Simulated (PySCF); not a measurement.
## How methods differ on the ionisation energy of Sc²⁺

Sc²⁺ [Ar] 3d1 (2D) → Sc³⁺ [Ar] (1S), as a difference of total energies. Computed with PySCF 2.14 in ANO-RCC-VTZP (6s5p3d2f1g, 59 functions), with scalar relativity by spin-free X2C-1e. Correlated levels: valence and next inner shell: [Ne] frozen. The calculations carry no spin-orbit coupling.

Question: Order these methods by the ionisation energy they give, lowest first.
A. r2SCAN
B. TPSSh
C. M06
D. PBE

Answer: C (24.624 eV), A (25.089 eV), B (25.186 eV), D (25.272 eV).

A first-order spin-orbit estimate (lowest level to lowest level, LS coupling) adds 0.018 eV.

Errors of the correlated levels include the incompleteness of this basis and the frozen core.

For comparison: 24.757 eV (measured; NIST Atomic Spectra Database, ionization energies).
